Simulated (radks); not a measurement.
Problem. All-electron atom: the krypton ion Kr+ in [Ar] 3d10 4s2 4p4 7p1 (not the ground configuration). Calculated with a radial shooting solver on a logarithmic mesh with Libxc functionals: Dirac Kohn-Sham, PBE, spin-unpolarised, spherical densities, point nucleus; open shells are shared between the two j in proportion to 2j + 1. Some entries of the table are withheld. Estimate them.

| orbital | occ. | eigenvalue (eV) | <r> (bohr) | <r^2> (bohr^2) |
|---|---|---|---|---|
| 1s1/2 | 2 | -14177.20 | 0.04148 | 0.002318 |
| 2s1/2 | 2 | -1887.008 | (1) | 0.03965 |
| 2p1/2 | 2 | -1707.531 | (2) | 0.03039 |
| 2p3/2 | 4 | -1653.695 | (3) | 0.03182 |
| 3s1/2 | 2 | -287.1177 | 0.5300 | 0.3230 |
| 3p1/2 | 2 | -223.7335 | 0.5332 | 0.3328 |
| 3p3/2 | 4 | -215.8107 | 0.5436 | 0.3458 |
| 3d3/2 | 4 | -105.3649 | 0.5524 | 0.3757 |
| 3d5/2 | 6 | -104.0592 | 0.5563 | 0.3809 |
| 4s1/2 | 2 | -43.8905 | 1.502 | 2.562 |
| 4p1/2 | 1.33333 | -29.3517 | 1.719 | 3.391 |
| 4p3/2 | 2.66667 | -28.5505 | 1.750 | 3.512 |
| 7p1/2 | 0.333333 | -2.1191 | 15.75 | 274.8 |
| 7p3/2 | 0.666667 | -2.1023 | 15.76 | 275.8 |

Solution. 
(1) 2s1/2 <r> (bohr): 0.1832
(2) 2p1/2 <r> (bohr): 0.1573
(3) 2p3/2 <r> (bohr): 0.1613
